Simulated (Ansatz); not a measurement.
Consider the cleavage of the B–Si bond: `CB[SiH](C)Cl` + `CN[SiH3]` → `CBN(C)[SiH3]` + `C[SiH2]Cl`.

Isolated molecules relaxed with PBE0-D4/def2-TZVP in Ansatz; ΔE leaves out vibrations. CBS: MP2 limit from def2 TZ/QZ plus the TZ coupled-cluster correction, frozen cores. DFT in def2-TZVPP. Each species was taken in one conformer, which may not be the lowest.

**Question.** Is it downhill or uphill in electronic energy at CCSD(T)/CBS, and by how much? (Estimate.)

**Answer.** Computed: Downhill: ΔE = -159.4 kJ/mol.

**Question.** What do these levels give: r2SCANh-D4, ωB97X-V, BHLYP, CCSD(T)/def2-SVP, MP2/def2-TZVPP, SCS-MP2/def2-QZVPP? (Estimate.)

**Answer.** The calculation gave: r2SCANh-D4 -155.5, ωB97X-V -153.5, BHLYP -157.8, CCSD(T)/def2-SVP -173.4, MP2/def2-TZVPP -168.1, SCS-MP2/def2-QZVPP -163.8 kJ/mol.

Largest T1 diagnostic among the species: 0.012.

Leaving LDA and LC-ωPBE aside and taking each functional with its dispersion term where it has one, the values, not all of them listed here, spread over 11.4 kJ/mol, from B2PLYP to revPBE-D4. LDA lies −15.1 kJ/mol from PBE without D4. From BLYP to BHLYP (50 % exact exchange), in def2-TZVPP and without D4, ΔE moves by −5.4 kJ/mol.
